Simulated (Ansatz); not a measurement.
Molecule: CdTe, charge 0, multiplicity 1. 
Structure (B3LYP-D3(BJ)/def2-TZVP (Ansatz, a first-principles code) minimum search):
```
Cd
Te 1 2.5846
```
Charge 0, spin multiplicity 1.

Dipole moments at this geometry, in debye (magnitudes).

```json
[
 {"level": "SVWN5/def2-TZVPD", "program": "Ansatz", "dipole (D)": "4.38"},
 {"level": "PBE/def2-TZVPD", "program": "Ansatz", "dipole (D)": "4.61"},
 {"level": "r2SCAN/def2-TZVPD", "program": "Ansatz", "dipole (D)": "[?]"},
 {"level": "B97M-V/def2-TZVPD", "program": "Ansatz", "dipole (D)": "4.69"},
 {"level": "B3LYP/def2-TZVPD", "program": "Ansatz", "dipole (D)": "4.82"},
 {"level": "PBE0/def2-TZVPD", "program": "Ansatz", "dipole (D)": "5.26"},
 {"level": "BHLYP/def2-TZVPD", "program": "Ansatz", "dipole (D)": "5.51"},
 {"level": "r2SCAN0/def2-TZVPD", "program": "Ansatz", "dipole (D)": "5.52"},
 {"level": "HSE06/def2-TZVPD", "program": "Ansatz", "dipole (D)": "5.25"},
 {"level": "LC-wPBE/def2-TZVPD", "program": "Ansatz", "dipole (D)": "6.04"},
 {"level": "wB97M-V/def2-TZVPD", "program": "Ansatz", "dipole (D)": "5.53"},
 {"level": "wB97X-V/def2-TZVPD", "program": "Ansatz", "dipole (D)": "5.71"},
 {"level": "CCSD(T)/def2-SVPD", "program": "Ansatz", "dipole (D)": "[?]"}
]
```

What belongs in the gaps?


- r2SCAN/def2-TZVPD, dipole (D): 5.06
- CCSD(T)/def2-SVPD, dipole (D): 5.10
